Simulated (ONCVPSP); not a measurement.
## Configuration tests for oxygen (O) (ONCV)

O, optimised norm-conserving Vanderbilt (ONCV), made with ONCVPSP 4.0.1 (PBE, scalar-relativistic). Core [He], reference 2s2 2p3 (charge +1). Waves: 2s: rc 0.65 bohr, ncon 4, nbas 8, qcut 8.4 1/bohr, 1 projector; 2p: rc 1.50 bohr, ncon 4, nbas 8, qcut 11.2 1/bohr, 2 projectors, debl 2.7 Ha; d scattering state at 0.06 Ha: rc 1.30 bohr, ncon 5, nbas 9, qcut 7.9 1/bohr, 2 projectors, debl 3.3 Ha. Local part: polynomial inside 0.60 bohr (lpopt 5, dvloc0 -1 Ha). Core correction: Teter function, fcfact 4, rcfact 1.5.

Energies are relative to the spin-unpolarised reference configuration 2s2 2p3; without spin polarisation the order of configurations can differ from experiment.

| valence configuration | charge | ΔE all-electron (eV) | error AE − PS (meV) |
| --- | --- | --- | --- |
| 2s2 2p4 | 0 | -16.431 | +19 |
| 2s2 2p2 | +2 | 33.586 | +63 |
| 2s0 2p6 | 0 | 13.506 | +133 |

(1) What are ΔE and the potential's error for 2s2 2p1?

Levels in the configuration 2s0 2p6:

```json
{"level": "2p", "all-electron (eV)": "-9.845", "pseudo (eV)": "-9.886"}
```

Answers

(1) ΔE = 87.455 eV all-electron; the error (AE − PS) is +411 meV.
